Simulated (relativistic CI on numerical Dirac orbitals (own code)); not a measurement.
Calculated at this level of theory: Dirac-Coulomb-Breit CI, KLI orbitals optimised for each configuration, model QED (radiative potential, 1s self-energy scaled to tabulated hydrogen-like ionisation energies), unscaled Slater integrals (own radial code, finite nucleus).

CI space: 1s², 1s2s, 1s2p, 1s3s, 1s3p, 1s3d, 1s4s, 1s4p, 1s4d, 1s4f, 1s5s, 1s5p, 1s5d, 1s5f, 1s5g, 1s6s, 1s6p, 1s6d. Levels of other configurations are missing.

At this charge energies of transitions that change n are usually good to better than 1 %, and those within a shell (Δn = 0) to a few per cent.

Outline of the computed level scheme of Rb XXXVI. Lowest level of each configuration: 1s² ¹S0 at 0.0 eV; 1s2s ³S1 at 13732.8 eV; 1s2p ³P°0 at 13778.9 eV; 1s3s ³S1 at 16291.9 eV; 1s3p ³P°0 at 16304.6 eV; 1s3d ³D2 at 16333.1 eV; 1s4s ³S1 at 17178.6 eV; 1s4p ³P°0 at 17183.8 eV; 1s4d ³D2 at 17195.8 eV.

Some strong electric-dipole decays among the lowest 27 levels: 1s2p ¹P°1 → 1s² ¹S0 (1.7e+15 s⁻¹); 1s3p ¹P°1 → 1s² ¹S0 (4.6e+14 s⁻¹); 1s2p ³P°1 → 1s² ¹S0 (4.6e+14 s⁻¹); 1s4p ¹P°1 → 1s² ¹S0 (1.9e+14 s⁻¹); 1s3p ³P°1 → 1s² ¹S0 (1.3e+14 s⁻¹); 1s3d ³D3 → 1s2p ³P°2 (1.1e+14 s⁻¹); 1s3d ¹D2 → 1s2p ¹P°1 (9.6e+13 s⁻¹); 1s3d ³D2 → 1s2p ³P°1 (8.9e+13 s⁻¹).

LS names give the leading component of a level, which can be under half, so a name can repeat, a term be missing and a line seem to break the LS rules.
